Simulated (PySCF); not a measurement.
**Exercise with solution: chemical shift, span and skew from a shielding tensor**

Zn(H)(SiH3) (H₄SiZn), SMILES [SiH3][ZnH]. Atoms are numbered in the order given.

```xyz
6

Zn     0.0000     0.0000    -0.8475
H      0.0000     0.0000    -2.4050
Si     0.0000     0.0000     1.5394
H      1.1956     0.6903     2.0926
H      0.0000    -1.3806     2.0926
H     -1.1956     0.6903     2.0926
```
Charge 0, spin multiplicity 1.

The structure is a stationary point at B3LYP-D3(BJ)/def2-TZVP.

GIAO shieldings from PySCF with PBE0/pcSseg-2, non-relativistic, no solvent. The symmetric part of the tensor of Si3 has the principal values 475.2, 487.0, 487.0 ppm. The same nucleus in TMS has σ = 341.9 ppm at this level (PySCF, at its B3LYP-D3(BJ)/def2-TZVP geometry).

Task: Work out the isotropic shielding, the ²⁹Si shift against TMS, the span and the skew.

Result: 
σ(iso) = (σ11 + σ22 + σ33)/3 = 483.1 ppm. δ = σ(ref) − σ(iso) = 341.9 − (483.1) = -141.2 ppm.
Span Ω = σ33 − σ11 = 11.8 ppm. Skew κ = 3(σ(iso) − σ22)/Ω = -1.00, an axial tensor. Tumbling in solution averages the tensor to δ; in a static solid the shielding alone would spread this spin-1/2 line over Ω.
